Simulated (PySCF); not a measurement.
A calculated (PBE, PySCF 2.14, dyall-av2z, no relativity, point nucleus) atom or ion has these occupied shells.

```
shell  electrons  orbital energy (eV)  rms radius, mean of both spins (bohr)
 1s β          1              -3933.8                                 0.0897
 1s α          1              -3933.8                                 0.0897
 2s β          1              -416.08                                  0.399
 2s α          1              -416.08                                  0.399
 2p β          3              -339.92                                  0.365
 2p α          3              -339.91                                  0.365
 3s α          1              -51.925                                   1.25
 3s β          1              -51.623                                   1.25
 3p α          3              -33.369                                   1.39
 3p β          3              -33.020                                   1.39
 3d α          1               -5.827                                   3.53
```

Question: Name the element and its charge.

Answer: Ca⁺ (calcium, charge +1), in [Ar] 3d1, 2D determinant (an excited configuration).
